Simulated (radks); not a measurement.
Zn, 30 electrons, occupied as [Ar] 3d10 4s2.

All-electron calculation, scalar-relativistic Kohn-Sham, LDA (Slater exchange, Perdew-Wang correlation), spin-polarised, spherical densities, finite nucleus; Fermi nuclear charge, rms radius 3.9283 fm. Program: a radial shooting solver on a logarithmic mesh with Libxc functionals.

Energy parts (hartree):
| part | energy |
|---|---|
| total | -1793.31147 |
| kinetic | 1821.10787 |
| electron-nucleus | -4324.16783 |
| Hartree | 778.51435 |
| exchange-correlation | -68.76586 |

Orbitals (lengths in bohr, moments of r in powers of bohr; r(90%) holds 90 % of the orbital's charge):
| orbital | occ. | eigenvalue (hartree) | <r^4> | r(90%) | <r> |
|---|---|---|---|---|---|
| 1s | 2 | -349.3797 | 0.00002998 | 0.0900 | 0.05038 |
| 2s | 2 | -42.48820 | 0.006372 | 0.351 | 0.2266 |
| 2p | 6 | -36.87623 | 0.004709 | 0.324 | 0.1985 |
| 3s | 2 | -4.72691 | 0.4746 | 1.02 | 0.6823 |
| 3p | 6 | -3.05988 | 0.6493 | 1.10 | 0.7141 |
| 3d | 10 | -0.38310 | 4.031 | 1.61 | 0.9119 |
| 4s | 2 | -0.22856 | 118.5 | 4.07 | 2.630 |
| 4p | 0 | -0.04519 | 952.9 | 6.75 | 4.151 |

The highest occupied level is 4s at -6.219 eV. The electron density at the nucleus is 2.521e+04 e/bohr^3 (large components only).
